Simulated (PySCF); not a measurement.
**Two-component Hartree-Fock for F²⁺ (fluorine, charge +2)**

Start: [He] 2s1 2p4; 2s1/2 filled at m_j = +1/2; 2p1/2 filled at m_j = +1/2; 2p3/2 filled at m_j = -1/2, +1/2, +3/2. Calculated with PySCF 2.14 in x2c-TZVPall-2c: generalised Hartree-Fock with the X2C-1e Hamiltonian and a Gaussian nucleus; one run each with spin-orbit coupling (SO) switched off, then screened by Boettger's factors. This is a chosen level, not necessarily the ground level.

```tsv
spinor shell	electrons	ε, spin-free (eV)	ε, screened SO (eV)	weight of nominal j (screened SO)	rms radius, screened SO (bohr)
1s1/2	2	-763.65	-763.64	1.000	0.204
2s1/2	1	-88.185	-88.180	1.000	0.981
2p3/2	3	-60.737	-63.579	0.664	0.985
2p1/2	1	-60.737	-52.223	0.664	1.05
```

| quantity | spin-free | screened SO |
| --- | --- | --- |
| E (hartree) | -96.99899 | -96.99988 |
| M_J | 5/2 | 5/2 |
| ⟨J²⟩ | 8.755 | 8.755 |
| ⟨L²⟩ | 2.001 | 2.001 |
| ⟨S²⟩ | 3.754 | 3.754 |

Each row is a mean over spinors that exchange with the open shell spreads, by up to 6.304 eV (1s1/2).

Rows whose weight is well below 1 are mixtures of j = l ± 1/2: exchange outweighs spin-orbit coupling there, and the label is only the starting occupation.

Without spin-orbit coupling the j labels of p, d and f shells carry no meaning; the spin-free column gives the mean over the occupied spinors of each nl shell.
